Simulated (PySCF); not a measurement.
## Nuclear quadrupole coupling in `CC(=O)c1cn(C)cp1`

Compound: C6H8NOP.
Structure used (GFN2-xTB), in Å, numbered top down from 1:
```xyz
17
C6H8NOP angstrom
C     -3.134    0.425    0.497
C     -2.066   -0.228   -0.344
O     -2.323   -0.937   -1.296
C     -0.691    0.052    0.063
C      0.400   -0.465   -0.603
N      1.577   -0.094   -0.079
C      2.858   -0.486   -0.604
C      1.445    0.718    1.001
P     -0.176    1.065    1.428
H     -4.118    0.165    0.114
H     -3.005    1.505    0.477
H     -3.039    0.092    1.529
H      0.355   -1.107   -1.464
H      2.718   -1.211   -1.404
H      3.466   -0.937    0.183
H      3.389    0.382   -1.000
H      2.335    1.074    1.491
```

Field gradients from the PBE0/pcSseg-1 density (PySCF, non-relativistic), principal values in atomic units, ordered |Vxx| ≤ |Vyy| ≤ |Vzz|:

```csv
atom,Vxx,Vyy,Vzz
O3,0.6199,1.3044,-1.9243
N6,0.1720,0.3224,-0.4944
```

Task: Find the asymmetry η = (Vxx − Vyy)/Vzz and the couplings χ = eQV/h (234.96 MHz × Q in barn × V in au), with Q(17O) = −0.0256 b, Q(14N) = 0.02044 b.

Result: 
| atom | environment | nucleus | η | χzz (MHz) | χxx (MHz) | χyy (MHz) |
| --- | --- | --- | --- | --- | --- | --- |
| O3 | ketone oxygen | 17O | 0.36 | 11.57 | -3.73 | -7.85 |
| N6 | pyrrole-type nitrogen | 14N | 0.30 | -2.374 | 0.826 | 1.548 |

The tensor is traceless: Vxx + Vyy + Vzz = 0.

Task: What is Vzz at O3 in SI units (1 au = 9.71736 × 10²¹ V/m²)?

Result: -1.9243 au = -18.699 × 10²¹ V/m².

Task: And the gradient at the other heavy atoms, for which no coupling is worked out here?

Result: 
```json
{"atom": "C1", "environment": "methyl carbon next to a carbonyl", "Vzz (au)": "-0.056", "η": "0.74"}
{"atom": "C2", "environment": "ketone carbonyl carbon", "Vzz (au)": "0.525", "η": "0.07"}
{"atom": "C4", "environment": "substituted aromatic carbon", "Vzz (au)": "0.149", "η": "0.38"}
{"atom": "C5", "environment": "aromatic CH next to a ring nitrogen", "Vzz (au)": "-0.277", "η": "0.33"}
{"atom": "C7", "environment": "N-methyl carbon", "Vzz (au)": "0.326", "η": "0.03"}
{"atom": "C8", "environment": "aromatic CH next to a ring nitrogen", "Vzz (au)": "-0.241", "η": "0.17"}
{"atom": "P9", "environment": "phosphorus bonded to 2 C", "Vzz (au)": "-1.141", "η": "0.16"}
```

Task: What couplings would deuterons (Q(2H) = 0.00286 b) have in place of the hydrogens, at this geometry?

Result: 
| atom | bonded to | bond length (Å) | Vzz (au) | η | χzz (kHz) |
| --- | --- | --- | --- | --- | --- |
| H10 | C1 | 1.087 | 0.3143 | 0.01 | 211 |
| H11 | C1 | 1.088 | 0.3117 | 0.03 | 209 |
| H12 | C1 | 1.088 | 0.3118 | 0.03 | 209 |
| H13 | C5 | 1.075 | 0.3324 | 0.08 | 223 |
| H14 | C7 | 1.088 | 0.3036 | 0.08 | 204 |
| H15 | C7 | 1.092 | 0.2979 | 0.07 | 200 |
| H16 | C7 | 1.093 | 0.2961 | 0.06 | 199 |
| H17 | C8 | 1.076 | 0.3371 | 0.11 | 227 |

Isolated species at its GFN2-xTB geometry (one conformer only). GFN2-xTB bond lengths can be off by several hundredths of an ångström, more for odd bonds, and the gradients follow them. With a basis this small, the couplings can be 20 % off.
